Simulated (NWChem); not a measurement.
System: BBr2, doublet; SMILES Br[B]Br

NWChem input:

```
start job
memory heap 200 mb stack 900 mb global 1100 mb
geometry units angstroms noautosym
  Br    -1.637935    -0.078480     0.018727
  B     -0.011347     0.828323     0.000140
  Br     1.639469    -0.033592    -0.018746
end
basis spherical
  * library def2-svp
end
dft
  odft
  mult 2
  xc xpbe96 cpbe96
  iterations 150
end
driver
  maxiter 150
end
task dft optimize
```

NWChem printed, in part:

```
             Northwest Computational Chemistry Package (NWChem) 7.3.0
             --------------------------------------------------------

                             Geometry "geometry" -> ""
                             -------------------------

 Output coordinates in angstroms (scale by  1.889725989 to convert to a.u.)

  No.       Tag          Charge          X              Y              Z
 ---- ---------------- ---------- -------------- -------------- --------------
    1 Br                  35.0000    -1.63789440    -0.08140127     0.01872653
    2 B                    5.0000    -0.01130640     0.82540173     0.00013953
    3 Br                  35.0000     1.63950960    -0.03651327    -0.01874647

 Effective nuclear repulsion energy (a.u.)     297.2093039569

                                Z-matrix (autoz)
                                --------

 Units are Angstrom for bonds and degrees for angles

      Type          Name      I     J     K     L     M      Value
      ----------- --------  ----- ----- ----- ----- ----- ----------
    1 Stretch                  1     2                       1.86237
    2 Stretch                  2     3                       1.86238
    3 Bend                     1     2     3               123.29428

  pbe96 is a nonlocal functional; adding pw91lda local functional.

                           NWChem Geometry Optimization
                           ----------------------------

 maximum gradient threshold         (gmax) =   0.000450
 rms gradient threshold             (grms) =   0.000300
 maximum cartesian step threshold   (xmax) =   0.001800
 rms cartesian step threshold       (xrms) =   0.001200
 fixed trust radius                (trust) =   0.300000
 source of zmatrix                         =   autoz

          -------------------
          Energy Minimization
          -------------------

 Using diagonal initial Hessian
 Scaling for Hessian diagonals: bonds = 1.00  angles = 0.25  torsions = 0.10

          --------
          Step   0

                                 NWChem DFT Module
                                 -----------------

 Summary of "ao basis" -> "ao basis" (spherical)
 ------------------------------------------------------------------------------
       Tag                 Description            Shells   Functions and Types
 ---------------- ------------------------------  ------  ---------------------
 Br                         def2-svp                12       32   5s4p3d
 B                          def2-svp                 6       14   3s2p1d

            General Information
            -------------------
          SCF calculation type: DFT
          Wavefunction type:  spin polarized.
          No. of atoms     :     3
          No. of electrons :    75
           Alpha electrons :    38
            Beta electrons :    37
          Charge           :     0
          Spin multiplicity:     2
          Use of symmetry is: off; symmetry adaption is: off
          Maximum number of iterations: 150
          AO basis - number of functions:    78
                     number of shells:    30
          Convergence on energy requested:  1.00D-06
          Convergence on density requested:  1.00D-05
          Convergence on gradient requested:  5.00D-04

              XC Information
              --------------
          PerdewBurkeErnzerhof Exchange Functional  1.000
            Perdew 1991 LDA Correlation Functional  1.000 local
           PerdewBurkeErnz. Correlation Functional  1.000 non-local

             Grid Information
             ----------------
          Grid used for XC integration:  medium
          Radial quadrature: Mura-Knowles
          Angular quadrature: Lebedev.
          Tag              B.-S. Rad. Rad. Pts. Rad. Cut. Ang. Pts.
          ---              ---------- --------- --------- ---------
          Br                  1.15      112          10.0       590
          B                   0.85       49           7.0       434
          Grid pruning is: on
          Number of quadrature shells:   273
          Spatial weights used:  Erf1

      Superposition of Atomic Density Guess
      -------------------------------------

 Sum of atomic energies:       -5168.67561171

      Non-variational initial energy
      ------------------------------

 Total energy =   -5169.412845
 1-e energy   =   -7789.127805
 2-e energy   =    2322.505656
 HOMO         =      -0.108902
 LUMO         =       0.025171

   convergence    iter        energy       DeltaE   RMS-Dens  Diis-err
 ---------------- ----- ----------------- --------- --------- ---------
 d= 0,ls=0.0,diis     1  -5171.6227193007 -5.47D+03  1.23D-02  1.63D-01
                                                     9.00D-03  1.51D-01
 d= 0,ls=0.0,diis     2  -5171.4173756161  2.05D-01  7.95D-03  4.75D-01
                                                     7.99D-03  4.88D-01
 d= 0,ls=0.0,diis     3  -5171.6844634224 -2.67D-01  2.28D-03  2.32D-02
                                                     1.96D-03  2.03D-02
 d= 0,ls=0.0,diis     4  -5171.6992808802 -1.48D-02  4.00D-04  7.94D-04
                                                     4.25D-04  9.20D-04
 d= 0,ls=0.0,diis     5  -5171.6998609099 -5.80D-04  7.83D-05  4.72D-05
                                                     8.25D-05  5.06D-05
  Resetting Diis
 d= 0,ls=0.0,diis     6  -5171.6998891113 -2.82D-05  1.59D-05  9.19D-07
                                                     2.03D-05  8.87D-07
 d= 0,ls=0.0,diis     7  -5171.6998899362 -8.25D-07  1.38D-05  1.71D-07
                                                     5.29D-06  6.14D-08
 d= 0,ls=0.0,diis     8  -5171.6998899230  1.32D-08  6.23D-06  1.55D-07
                                                     6.30D-06  1.82D-07

         Total DFT energy =    -5171.699889922997
      One electron energy =    -7788.197148071774
           Coulomb energy =     2505.163121682801
    Exchange-Corr. energy =     -185.875167490913
 Nuclear repulsion energy =      297.209303956888

 Numeric. integr. density =       75.000004591653

                    DFT Final Alpha Molecular Orbital Analysis
                    ------------------------------------------

 Vector   36  Occ=1.000000D+00  E=-2.846015D-01
              MO Center=  5.9D-04, -4.1D-02, -7.3D-06, r^2= 4.1D+00
   Bfn.  Coefficient  Atom+Function         Bfn.  Coefficient  Atom+Function
  ----- ------------  ---------------      ----- ------------  ---------------
    17      0.427116  1 Br pz                63     -0.427124  3 Br pz
    14      0.394876  1 Br pz                60     -0.394884  3 Br pz
    11     -0.259578  1 Br pz                57      0.259584  3 Br pz
     8      0.084377  1 Br pz                54     -0.084379  3 Br pz
    45      0.031997  2 B  d  1

[...]

      ----------------------
      Optimization converged
      ----------------------

  Step       Energy      Delta E   Gmax     Grms     Xrms     Xmax
  ---- ---------------- -------- -------- -------- -------- --------
@    4   -5171.70104167 -1.1D-07  0.00001  0.00001  0.00063  0.00102
                                     ok       ok       ok       ok

                                Z-matrix (autoz)
                                --------

 Units are Angstrom for bonds and degrees for angles

      Type          Name      I     J     K     L     M      Value     Gradient
      ----------- --------  ----- ----- ----- ----- ----- ---------- ----------
    1 Stretch                  1     2                       1.89423    0.00001
    2 Stretch                  2     3                       1.89423    0.00001
    3 Bend                     1     2     3               126.16925    0.00000

                         Geometry "geometry" -> "geometry"
                         ---------------------------------

 Output coordinates in angstroms (scale by  1.889725989 to convert to a.u.)

  No.       Tag          Charge          X              Y              Z
 ---- ---------------- ---------- -------------- -------------- --------------
    1 Br                  35.0000    -1.68808936    -0.07309762     0.01930056
    2 B                    5.0000    -0.01105821     0.80742189     0.00013647
    3 Br                  35.0000     1.68945637    -0.02683707    -0.01931743

 Effective nuclear repulsion energy (a.u.)     289.6732698086

                Final and change from initial internal coordinates
                --------------------------------------------------

                                Z-matrix (autoz)
                                --------

 Units are Angstrom for bonds and degrees for angles

      Type          Name      I     J     K     L     M      Value       Change
      ----------- --------  ----- ----- ----- ----- ----- ---------- ----------
    1 Stretch                  1     2                       1.89423    0.03186
    2 Stretch                  2     3                       1.89423    0.03186
    3 Bend                     1     2     3               126.16925    2.87497

 ==============================================================================
                                internuclear distances
 ------------------------------------------------------------------------------
       center one      |      center two      | atomic units |  angstroms
 ------------------------------------------------------------------------------
    2 B                |   1 Br               |     3.57958  |     1.89423
    3 Br               |   2 B                |     3.57958  |     1.89423
 ------------------------------------------------------------------------------
                         number of included internuclear distances:          2
 ==============================================================================
```

Level: PBE/def2-SVP, spin-unrestricted. In the optimisation the excess spin sits in a1 (C2v, its own frame). No stability test was run on the SCF state.
